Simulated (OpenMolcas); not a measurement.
An atom or ion with 4 electrons was computed by SS-CASPT2, IPEA 0.25 Eh, imaginary shift 0.1 Eh with spin-orbit coupling (OpenMolcas, ANO-RCC-VTZP, DKH2). The lowest levels that the run gave, each within 12 % of the measured value where one is at hand:

```tsv
J	Parity	E (cm⁻¹)	g
0	even	0.0	
0	odd	22139	
1	odd	22140	1.501
2	odd	22142	1.501
1	odd	46036	1.000
0	even	60389	
1	even	60390	1.501
2	even	60392	1.501
2	even	63065	1.000
```

Question: Which ion is it, and what are the configurations and terms?

Answer: Be (Z = 4, neutral; active space 2 electrons in 4 orbitals (2s 2p)). J, parity and g give the terms where levels are pure, and mixed ones are named by the computed weights; the size of the splittings, set against known spectra of the 4-electron sequence, gives the charge. In order, with the measured energies in cm⁻¹ (NIST Handbook of Basic Atomic Spectroscopic Data): 2s² ¹S₀, 2s 2p ³P°₀ (21978), 2s 2p ³P°₁ (21979), 2s 2p ³P°₂ (21981), 2s 2p ¹P°₁ (42565), 2p² ³P₀ (59694), 2p² ³P₁ (59695), 2p² ³P₂ (59697), 2p² ¹D₂ (56882).

Terms from blocks run as CI alone lack orbitals of their own. Computed and measured levels are paired by configuration, term and J; levels that our copy of the source lacks, or whose pairing is in doubt (as where it misses far off the trend of its configuration), stay unpaired and out of the deviations. Only configurations of the active space appear.

° marks odd parity.
